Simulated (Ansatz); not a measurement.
In(Cl)2(vinyl) (C2H3Cl2In), SMILES C=[CH][In]([Cl])[Cl].

Geometry optimised at B3LYP-D3(BJ)/def2-SVP. The structure was generated by enumeration; whether it is a known compound was not checked. The def2 effective core potentials stand for the cores of In; spin–orbit coupling is left out. Other conformers were not sampled.

Two levels are set side by side: PBE/def2-SVPD (Ansatz, a first-principles code) and PBE0/def2-SVPD (Ansatz). Energy differences of separate SCF runs at the same geometry; the states with an electron removed or added have multiplicity 2 and 2. Differences are taken from unrounded values.

```
quantity                            PBE0    PBE  PBE minus PBE0
---------------------------------  -----  -----  --------------
vertical ionisation energy (eV)    10.48  10.01           -0.47
vertical electron affinity (eV)     0.55   0.61            0.06
vertical singlet–triplet gap (eV)   4.04   4.17            0.13
```
